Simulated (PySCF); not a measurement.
Which determinant of CaHg⁺ lies lowest?

Unrestricted PBE0; basis Ca def2-SVP, Hg def2-SVP with ECP60; scalar-relativistic core potentials; PySCF 2.14. Outer shells of the fragments: Ca+ 4s1; Hg 5d10 6s2.

Followed along the bond (rough minima from three points):

| 2Ms+1 | unpaired | ⟨S²⟩ at the start | R at minimum (Å) | Te (eV) |
| --- | --- | --- | --- | --- |
| 2 | σ ↑ | 0.75 | 3.30 | 0.00 |
| 2 | δ ↑ | 0.75 | 3.29 | 1.48 |
| 2 | π ↑ | 0.75 | none in the scan | ≤ 1.20 |
| 4 | σ ↑↑, π ↑ | 3.75 | none in the scan | ≤ 4.93 |

Solutions found at the starting distance of 3.065 Å, counted from the lowest of them; the search is not exhaustive and high or unbound solutions are not listed, so other states can lie among these:

```
2Ms+1   unpaired  term  E (eV)  ⟨S²⟩  ⟨Lz²⟩   μ (D)
    2        σ ↑   ²Σ⁺    0.00  0.75   0.00   -8.54
    2        π ↑    ²Π    1.17  0.75   1.00  -11.84
    2        δ ↑    ²Δ    1.47  0.75   4.00   -9.39
    4  σ ↑↑, π ↑    ⁴Π    5.03  3.75   1.01   -8.98
    4      σ ↑↑↑   ⁴Σ⁺    5.47  3.75   0.00   -7.34
    4  σ ↑, π ↑↑   ⁴Σ⁻    6.17  3.75   0.00  -11.45
```

A term symbol is given only where ⟨S²⟩ and ⟨Lz²⟩ are close to those of a pure state; real π, δ and φ orbitals otherwise mix terms. A positive dipole points towards Hg; it is taken about the centre of mass and depends on that origin.

Spin–orbit coupling is left out. Counting both spins, an empty level lies below a filled one in some of these solutions, because spin and occupation are held.
